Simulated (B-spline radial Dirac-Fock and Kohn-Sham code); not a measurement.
# Compton profile of Ge²⁶⁺

System: the Ge²⁶⁺ ion, [He] 2s2 2p2.

Input file task.json (cfg lists n, l and occupation; rrms is the nuclear radius in fm):

```json
{"items": [{
  "Z": 32,
  "q": 26,
  "cfg": [[1, 0, 2], [2, 0, 2], [2, 1, 2]],
  "A": 74,
  "rrms": 4.0742,
  "do": ["scatter"],
  "s": [0.0, 0.05, 0.1, 0.15, 0.2, 0.25, 0.3, 0.35, 0.4, 0.45, 0.5, 0.6, 0.7, 0.8, 0.9, 1.0, 1.1, 1.2, 1.4, 1.6, 1.8, 2.0, 2.5, 3.0, 3.5, 4.0, 5.0, 6.0],
  "pz": [0, 0.1, 0.14, 0.2, 0.29, 0.42, 0.6, 0.86, 1.2, 1.8, 2.5, 3.6, 5.2, 7.4, 11.0, 15.0, 22.0, 31.0, 44.0, 64.0, 91.0],
  "hv_scatter": [1000, 10000, 17479.3, 30000, 50000, 100000, 200000, 1000000]
}]}
```

Command: `python xray_run.py task.json out`

Method: the impulse approximation on Dirac-Fock orbitals of the configuration average with a finite nucleus. Computed with an atomic code on a B-spline grid. pz is in atomic units of momentum; subshell profiles are per electron, for a selection of subshells; open shells are spread over both j values by their weights.

```tsv
pz	J total	J 1s1/2	J 2s1/2	J 2p3/2
0	0.3267	0.0264	0.0908	0.0464
0.42	0.3256	0.0264	0.0903	0.0464
0.6	0.3245	0.0264	0.0898	0.0464
0.86	0.3222	0.0263	0.0886	0.0464
1.2	0.3180	0.0263	0.0866	0.0463
1.8	0.3076	0.0261	0.0816	0.0463
2.5	0.2913	0.0259	0.0740	0.0460
3.6	0.2594	0.0254	0.0595	0.0450
5.2	0.2081	0.0244	0.0382	0.0416
7.4	0.1458	0.0225	0.0168	0.0336
11	0.08307	0.0188	0.00384	0.0188
15	0.05013	0.0145	0.00240	0.00807
22	0.02376	0.00828	0.00192	0.00165
31	0.009543	0.00369	0.000818	0.000252
44	0.002803	0.00116	0.000212	2.69e-05
64	0.0005656	0.000244	3.68e-05	1.98e-06
91	0.0001052	4.62e-05	6.18e-06	< 1e-6
```

J(0) = 0.3267. The 2s1/2 subshell gives the largest part, 56 %.

Mean momentum ⟨p⟩ by subshell (a.u.): 1s1/2 27.7, 2s1/2 10.2, 2p1/2 13.6, 2p3/2 13.4.
